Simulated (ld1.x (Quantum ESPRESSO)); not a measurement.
**In (Z = 49): excitation energies, all-electron against TM**

```
Element                 : indium
Generator               : ld1.x (Quantum ESPRESSO) 7.5
Type                    : norm-conserving Troullier–Martins (Kleinman–Bylander form)
Functional              : LDA (PZ)
Relativity              : scalar-relativistic
Frozen core             : [Kr]
Valence charge          : 13
Reference configuration : 4d10 5s2 5p0 (charge +1)
Partial waves           : 5p (bound, empty): rc 1.95 bohr; 4d (bound): rc 1.00 bohr; 5s (bound): rc 1.90 bohr
Local potential         : the s channel
Core correction         : none
```

Energies are relative to the spin-unpolarised reference configuration 4d10 5s2 5p0; without spin polarisation the order of configurations can differ from experiment. Spin-polarised rows fill each open shell by Hund’s rule, majority spin first.

```
        valence configuration  charge  ΔE all-electron (eV)  error AE − PS (meV)
                 4d10 5s2 5p1       0                -5.595                 +2.3
                 4d10 5s1 5p0      +2                19.661                 -0.5
                 4d10 5s0 5p0      +3                48.401                 +4.1
               4d10 5s2 5p1.3    -0.3                -6.177                 +2.9
                 4d10 5s1 5p2       0                 0.344                 +1.0
                 4d10 5s1 5p1      +1                 6.695                 +0.1
4d10 5s2 5p1 (spin-polarised)       0                -5.711                 +3.1
```

(1) What are ΔE and the potential's error for 4d10 5s1 5p0 (spin-polarised)?

(2) What are ΔE and the potential's error for 4d9 5s2 5p1?

Levels in the configuration 4d10 5s1 5p2:

| level | all-electron (eV) | pseudo (eV) |
| --- | --- | --- |
| 4d | -20.312 | -20.330 |
| 5s | -9.483 | -9.484 |
| 5p | -3.396 | -3.396 |

Answers

(1) ΔE = 19.437 eV all-electron; the error (AE − PS) is +7.8 meV.

(2) ΔE = 19.629 eV all-electron; the error (AE − PS) is -229 meV.
